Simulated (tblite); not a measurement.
Species: C₅H₁₃ClOSi₂.
Numbering: `[CH3:1][C@@H:2]1[CH2:3][CH2:4][Si@@:5]([Cl:6])([O:7][SiH3:8])[CH2:9]1` (hydrogens: H10, H11, H12 on C1; H13 on C2; H14, H15 on C3; H16, H17 on C4; H18, H19, H20 on Si8; H21, H22 on C9)

Computed with GFN2-xTB (tblite), gas phase: L-BFGS steps from a force-field or distance-geometry start until the largest atomic force falls under 0.01 eV/Å.

Step 102: E = -804.6325 eV
```
atom  x, y, z in Å  |  force x, y, z in eV/Å
C1     -2.9276    0.7254    0.2497   -0.006   0.034  -0.010
C2     -1.5629    0.1897   -0.1714   -0.006   0.058  -0.001
C3     -1.3527   -1.2561    0.2863   -0.003   0.045   0.010
C4      0.0811   -1.6742   -0.0515    0.012   0.011  -0.012
Si5     1.0846   -0.1343    0.4326   -0.008  -0.017   0.007
Cl6     1.9321   -0.3256    2.2597   -0.002   0.028  -0.002
O7      2.2561    0.2826   -0.6014    0.013  -0.033  -0.006
Si8     3.7761    0.6234   -1.0877   -0.021  -0.019   0.025
C9     -0.4109    1.0390    0.3951   -0.024   0.009   0.010
H10    -3.7278    0.1050   -0.1501    0.029  -0.026   0.014
H11    -3.0725    1.7377   -0.1202    0.025   0.034  -0.008
H12    -3.0170    0.7465    1.3352    0.021  -0.045  -0.029
H13    -1.5011    0.2112   -1.2653    0.014  -0.007   0.010
H14    -2.0898   -1.9185   -0.1712    0.031  -0.013  -0.020
H15    -1.4938   -1.2925    1.3686    0.009  -0.060   0.022
H16     0.3473   -2.5904    0.4716    0.015   0.006   0.002
H17     0.1706   -1.8730   -1.1196   -0.036  -0.018   0.001
H18     4.0526   -0.3348   -2.1534   -0.015  -0.017  -0.007
H19     3.7017    2.0032   -1.5588    0.011   0.007   0.017
H20     4.6801    0.4523    0.0492   -0.045   0.024  -0.031
H21    -0.2675    1.9375   -0.2021    0.005  -0.003   0.004
H22    -0.6691    1.3656    1.4032   -0.019   0.004   0.005
```

Step 103: E = -804.6333 eV
```
atom  x, y, z in Å  |  force x, y, z in eV/Å
C1     -2.9243    0.7274    0.2454   -0.015   0.027  -0.009
C2     -1.5588    0.1923   -0.1720   -0.021   0.011   0.005
C3     -1.3525   -1.2545    0.2847    0.005   0.010   0.006
C4      0.0814   -1.6757   -0.0478    0.038   0.016  -0.009
Si5     1.0831   -0.1360    0.4386    0.032  -0.021   0.013
Cl6     1.9270   -0.3319    2.2673    0.000   0.030  -0.004
O7      2.2564    0.2825   -0.5924   -0.010  -0.038  -0.002
Si8     3.7712    0.6245   -1.0910   -0.022  -0.027   0.001
C9     -0.4092    1.0392    0.4003   -0.030  -0.016  -0.001
H10    -3.7237    0.1058   -0.1536    0.026  -0.023  -0.002
H11    -3.0675    1.7390   -0.1250    0.012   0.049  -0.015
H12    -3.0161    0.7485    1.3299    0.023  -0.039  -0.003
H13    -1.4935    0.2140   -1.2653    0.016  -0.003   0.000
H14    -2.0858   -1.9171   -0.1785    0.012  -0.002  -0.011
H15    -1.4975   -1.2947    1.3669    0.002  -0.051   0.005
H16     0.3469   -2.5910    0.4773    0.003   0.011   0.007
H17     0.1759   -1.8777   -1.1148   -0.044  -0.010  -0.007
H18     4.0404   -0.3335   -2.1587   -0.011  -0.022  -0.006
H19     3.6916    2.0015   -1.5658    0.010   0.031   0.011
H20     4.6807    0.4581    0.0397   -0.021   0.017  -0.007
H21    -0.2652    1.9379   -0.1946    0.017   0.027  -0.003
H22    -0.6709    1.3613    1.4078   -0.022   0.022   0.031
```

Step 104: E = -804.6340 eV
```
atom  x, y, z in Å  |  force x, y, z in eV/Å
C1     -2.9216    0.7316    0.2356   -0.006   0.017  -0.002
C2     -1.5538    0.1946   -0.1717   -0.026  -0.022   0.009
C3     -1.3538   -1.2533    0.2854    0.014  -0.018   0.004
C4      0.0807   -1.6786   -0.0414    0.035   0.010  -0.002
Si5     1.0835   -0.1419    0.4496    0.045  -0.007   0.008
Cl6     1.9259   -0.3410    2.2783    0.001   0.031  -0.002
O7      2.2579    0.2750   -0.5806    0.016  -0.031  -0.014
Si8     3.7646    0.6275   -1.0974   -0.043  -0.016  -0.006
C9     -0.4063    1.0369    0.4103   -0.033  -0.023  -0.004
H10    -3.7186    0.1083   -0.1655    0.026  -0.015  -0.014
H11    -3.0610    1.7426   -0.1382    0.004   0.041  -0.007
H12    -3.0198    0.7530    1.3196    0.024  -0.025  -0.003
H13    -1.4800    0.2163   -1.2648    0.016  -0.001   0.007
H14    -2.0847   -1.9154   -0.1830    0.007   0.011  -0.003
H15    -1.5027   -1.2962    1.3673   -0.005  -0.039  -0.014
H16     0.3428   -2.5949    0.4846   -0.006   0.021   0.005
H17     0.1788   -1.8815   -1.1078   -0.043  -0.007  -0.010
H18     4.0283   -0.3280   -2.1690   -0.013  -0.022   0.001
H19     3.6724    2.0039   -1.5744    0.007   0.017   0.019
H20     4.6888    0.4702    0.0224   -0.022   0.013  -0.002
H21    -0.2590    1.9382   -0.1795    0.022   0.033   0.001
H22    -0.6728    1.3525    1.4187   -0.021   0.030   0.030
```

Step 105: E = -804.6349 eV
```
atom  x, y, z in Å  |  force x, y, z in eV/Å
C1     -2.9192    0.7352    0.2272    0.002  -0.004   0.006
C2     -1.5493    0.1974   -0.1707   -0.020  -0.057   0.008
C3     -1.3537   -1.2521    0.2849    0.018  -0.046  -0.001
C4      0.0820   -1.6799   -0.0363    0.011   0.004   0.003
Si5     1.0842   -0.1465    0.4628    0.033   0.015   0.003
Cl6     1.9247   -0.3450    2.2912    0.005   0.027   0.007
O7      2.2591    0.2679   -0.5671    0.014  -0.026  -0.022
Si8     3.7561    0.6276   -1.1035   -0.031   0.014  -0.030
C9     -0.4042    1.0354    0.4201   -0.013  -0.019  -0.001
H10    -3.7123    0.1082   -0.1758    0.018   0.001  -0.028
H11    -3.0558    1.7457   -0.1496   -0.005   0.026   0.005
H12    -3.0232    0.7548    1.3106    0.022  -0.003   0.004
H13    -1.4676    0.2202   -1.2629    0.015  -0.002  -0.002
H14    -2.0816   -1.9133   -0.1900    0.003   0.022   0.006
H15    -1.5068   -1.3003    1.3663   -0.014  -0.024  -0.027
H16     0.3396   -2.5985    0.4884   -0.009   0.027   0.006
H17     0.1828   -1.8810   -1.1025   -0.033  -0.003  -0.015
H18     4.0117   -0.3271   -2.1778   -0.014  -0.023   0.003
H19     3.6562    2.0045   -1.5810    0.000   0.001   0.021
H20     4.6947    0.4805    0.0041   -0.009   0.003   0.017
H21    -0.2515    1.9374   -0.1676    0.022   0.035   0.010
H22    -0.6762    1.3486    1.4277   -0.016   0.033   0.028
```

Task: Estimate the geometry and energy of step 106. (The exact step hangs on the optimiser's Hessian estimate; all steps are aligned on step 105, rigid shifts and turns removed.)

Result: E = -804.6356 eV, largest force 0.051 eV/Å
```
atom  x, y, z in Å  |  force x, y, z in eV/Å
C1     -2.9167    0.7388    0.2181    0.013  -0.015   0.007
C2     -1.5447    0.1989   -0.1697    0.002  -0.051   0.005
C3     -1.3539   -1.2522    0.2839    0.014  -0.045  -0.002
C4      0.0835   -1.6822   -0.0295   -0.018  -0.002   0.002
Si5     1.0858   -0.1517    0.4773    0.009   0.026  -0.007
Cl6     1.9274   -0.3502    2.3038    0.008   0.025   0.015
O7      2.2596    0.2597   -0.5546    0.028  -0.016  -0.032
Si8     3.7466    0.6293   -1.1112   -0.019   0.021  -0.021
C9     -0.4018    1.0329    0.4309    0.003  -0.001   0.004
H10    -3.7060    0.1093   -0.1882    0.011   0.013  -0.035
H11    -3.0503    1.7494   -0.1614   -0.006   0.001   0.014
H12    -3.0270    0.7582    1.3005    0.017   0.009   0.013
H13    -1.4543    0.2249   -1.2610    0.015  -0.010  -0.006
H14    -2.0797   -1.9109   -0.1978    0.002   0.020   0.005
H15    -1.5144   -1.3045    1.3643   -0.012  -0.015  -0.033
H16     0.3345   -2.6029    0.4947   -0.004   0.032   0.007
H17     0.1885   -1.8823   -1.0957   -0.026   0.002  -0.009
H18     3.9946   -0.3255   -2.1874   -0.015  -0.019   0.006
H19     3.6386    2.0066   -1.5872   -0.010  -0.008   0.018
H20     4.7008    0.4929   -0.0151   -0.015  -0.005   0.014
H21    -0.2416    1.9362   -0.1542    0.010   0.016   0.025
H22    -0.6798    1.3450    1.4380   -0.007   0.025   0.008
```

The energy changes by -0.0007 eV. The first-order estimate −F·Δx gives -0.0010 eV and the mean of the old and new forces, exact on a quadratic surface, -0.0007 eV. The step makes an angle of 84° with the force vector and moves no atom by more than 0.024 Å.

The cost below is that of the whole relaxation. Time: 2.8 s of wall time. Hardware: Arm Neoverse N1, one thread, on a shared host.
